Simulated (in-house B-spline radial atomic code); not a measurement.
Values are calculated unless marked as measured or tabulated.
**Te ion on P atom: potential, deflection and energy transfer**

The pair potential comes from two frozen, spherical free-atom densities (PBE, B-spline radial code, scalar-relativistic past argon): electrostatics plus the change in Thomas-Fermi kinetic and Dirac exchange energy where they overlap, the recipe behind the universal ZBL potential, which averages such potentials (from solid-state densities) over many pairs. It is written V = (Z1 Z2 e²/r) φ(r/a), with e² = 14.3996 eV·Å and a = 0.46850 Å/(Z1^0.23 + Z2^0.23); ZBL's fit is φ = 0.18175 e^(−3.1998x) + 0.50986 e^(−0.94229x) + 0.28022 e^(−0.4029x) + 0.02817 e^(−0.20162x). Where φ falls below 4e-4 it is continued as an exponential.

Masses 127.6 and 30.97 u.

```tsv
x = r/a	φ, this pair	φ, ZBL
0.1	0.8869	0.8928
0.5	0.6125	0.6096
1.5	0.3042	0.2995
3	0.1356	0.1292
5	0.056	0.05224
8	0.01846	0.01705
12	0.00544	0.00474
17	0.001279	0.001212
```

Question: At x = 4 the electrostatic, kinetic and exchange parts are 515.62, 1828.56 and -132.37 eV. Find r, V and φ.

Answer: a = 0.46850/(2.4813 + 1.8642) = 0.10781 Å, so r = 0.43125 Å. V = 515.62 + 1828.56 + (-132.37) = 2211.81 eV. The bare repulsion is 52 × 15 × 14.3996/0.43125 = 26045 eV, so φ = 0.0849, +5.8 % against ZBL's 0.0803. The kinetic (Pauli) term is 83 % of V here.

Question: The ion comes in at 533.4 keV with impact parameter 0.2156 Å. The scattering integral gives a centre-of-mass angle of 9.998° and a closest approach of 2.11 a. What are the reduced energy, the energy passed on and the laboratory angles?

Answer: ε = E a M2/(Z1 Z2 e² (M1 + M2)) = 533400 × 1.8747e-06 = 1. The most that one collision can pass on is γE with γ = 4 M1 M2/(M1 + M2)² = 0.6287. Here T = γE sin²(θ/2) = 0.6287 × 533400 × 0.007593 = 2546 eV. The ion turns by arctan(sin θ/(cos θ + M1/M2)) = 1.9°, and the struck atom leaves at (180° − θ)/2 = 85.0°. The closest approach is 0.227 Å. With ZBL the angle would be 9.88° and T = 2486 eV.
